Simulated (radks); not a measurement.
Results of a calculation; reference values are marked as such.
Pr+, configuration [Xe] 4f2 6s1.5 6p0.5 (fractional occupations, a model configuration). Code: a radial shooting solver on a logarithmic mesh with Libxc functionals. Model: Dirac Kohn-Sham, PBEsol, spin-unpolarised, spherical densities, finite nucleus; open shells fill j = l - 1/2 first; Fermi nuclear charge, rms radius 4.8919 fm.

Spin-orbit splittings of the eigenvalues, e(l+1/2) - e(l-1/2), with zeta = 2 splitting/(2l+1) and mean radii in bohr:

shell  occ.  splitting (eV)  zeta (eV)  <r> j=l-1/2  <r> j=l+1/2
2p        6           481.9      321.2      0.08607      0.09238
3p        6           95.43      63.62       0.2618       0.2741
3d       10           20.57      8.228       0.2453       0.2492
4p        6           20.71      13.81       0.6389       0.6666
4d       10           3.654      1.462       0.7178       0.7276
4f        2          0.3955     0.1130        1.024        1.035
5p        6           3.083      2.055        1.645        1.724
6p      0.5          0.3634     0.2423        4.505        4.679
